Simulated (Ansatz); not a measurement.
`BCN(B)C` + `CO[SiH2]F` → `BO[SiH2]F` + `BN(C)CC`  (redistribution)

Computed with Ansatz on PBE0-D4/def2-TZVP structures; ΔE is electronic, products minus reactants. CCSD(T)/CBS is the MP2 limit (def2-TZVPP, def2-QZVPP) plus CCSD(T) − MP2 in def2-TZVPP, frozen cores. DFT in def2-TZVPP. One conformer a species, not always the lowest.

| level | ΔE (eV) | difference from CCSD(T)/CBS |
| --- | --- | --- |
| PBE-D4 | -1.91 | 0.12 |
| r2SCAN-D4 | -1.98 | 0.05 |
| ωB97X-V | -1.95 | 0.08 |
| ωB97M-V | -1.98 | 0.05 |
| B2PLYP | -2.01 | 0.02 |
| PBE | -1.91 | 0.12 |
| r2SCAN | -1.98 | 0.05 |
| PBE0 | -1.95 | 0.08 |
| MP2/def2-TZVPP | -2.09 | -0.06 |
| SCS-MP2/def2-TZVPP | -2.05 | -0.02 |
| CCSD/def2-TZVPP | -2.03 | 0.00 |
| CCSD(T)/def2-TZVPP | -2.03 | 0.00 |
| MP2/def2-QZVPP | -2.09 | -0.06 |
| SCS-MP2/def2-QZVPP | -2.06 | -0.03 |
| HF/CBS(def2) | -2.01 | 0.02 |
| CCSD/CBS(def2) | -2.03 | 0.00 |
| CCSD(T)/CBS | -2.03 | 0 |

Largest T1 diagnostic among the species: 0.013.

From PBE to PBE0 (25 % exact exchange), in def2-TZVPP and without D4, ΔE moves by −0.04 eV.
